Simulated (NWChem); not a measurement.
AlHF2; SMILES [F][AlH][F]

```xyz
4

Al     0.0000     0.0000    -0.4342
H      0.0000     0.0000    -1.9969
F     -1.4143     0.0000     0.4246
F      1.4143     0.0000     0.4246
```
Atoms are numbered in this order, from 1.

All runs use the structure optimised with PBE0/def2-SVP. B3LYP is NWChem's, with the RPA form of VWN correlation.

Symmetry labels are those of C2v in the frame above (b1 and b2, or b-type labels, depend on it).

Task: List the 4 lowest vertical singlet excitations and the 4 lowest triplet ones from B3LYP/def2-SVP, TDA (NWChem).

Result: 
| state | energy (eV) | oscillator strength | symmetry | leading excitation (squared amplitude) |
|---|---|---|---|---|
| S1 | 7.80 | 0.096 | b2 | HOMO → LUMO (0.97) |
| S2 | 8.48 | 0.000 | a2 | HOMO−1 → LUMO (1.00) |
| S3 | 8.78 | 0.214 | a1 | HOMO → LUMO+1 (0.86) |
| S4 | 8.80 | 0.009 | b1 | HOMO−1 → LUMO+1 (0.88) |
| T1 | 7.06 | spin-forbidden | b2 | HOMO → LUMO (0.99) |
| T2 | 7.12 | spin-forbidden | a1 | HOMO → LUMO+1 (0.96) |
| T3 | 8.34 | spin-forbidden | a2 | HOMO−1 → LUMO (0.99) |
| T4 | 8.35 | spin-forbidden | b1 | HOMO−2 → LUMO (0.98) |
